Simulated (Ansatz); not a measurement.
Start from `N=[C](O)[GeH2][OH]` and change one atom or group to get `N=[C](O)[GeH2][NH2]`.

Ansatz, PBE0-D4/def2-TZVP geometries, multiplicity 1. Each molecule was computed in one conformer, which needn't be the lowest.

Scalar relativity is left out up to krypton.

```json
{"property": "HOMO–LUMO gap (B3LYP/def2-TZVPP) / eV", "`N=[C](O)[GeH2][OH]`": "6.60"}
{"property": "HOMO–LUMO gap (PBE0/def2-TZVPP) / eV", "`N=[C](O)[GeH2][OH]`": "7.07"}
{"property": "LUMO energy (ωB97M-V/def2-TZVPP) / eV", "`N=[C](O)[GeH2][OH]`": "1.29"}
{"property": "HOMO energy (ωB97M-V/def2-TZVPP) / eV", "`N=[C](O)[GeH2][OH]`": "-10.06"}
{"property": "size of the dipole moment (ωB97M-V/def2-TZVPP) / D", "`N=[C](O)[GeH2][OH]`": "1.14"}
{"property": "LUMO energy (PBE/def2-TZVPP) / eV", "`N=[C](O)[GeH2][OH]`": "-1.62"}
```

Task: What does the change do to each property? (An estimate is asked.)

Result: Ansatz gave: 
```csv
property,`N=[C](O)[GeH2][NH2]`,shift
HOMO–LUMO gap (B3LYP/def2-TZVPP) / eV,6.39,-0.21
HOMO–LUMO gap (PBE0/def2-TZVPP) / eV,6.86,-0.21
LUMO energy (ωB97M-V/def2-TZVPP) / eV,1.61,0.32
HOMO energy (ωB97M-V/def2-TZVPP) / eV,-9.46,0.60
size of the dipole moment (ωB97M-V/def2-TZVPP) / D,0.72,-0.42
LUMO energy (PBE/def2-TZVPP) / eV,-1.24,0.38
```

With PBE0 the HOMO rises by 0.59 eV and the LUMO rises by 0.39 eV, so the gap narrows by about 0.20 eV. PBE moves the HOMO by 0.57 eV and ωB97M-V by 0.60 eV. Dipoles are sizes alone; their direction can turn.

B3LYP here is the variant with VWN-RPA as its local correlation; programs differ in this.
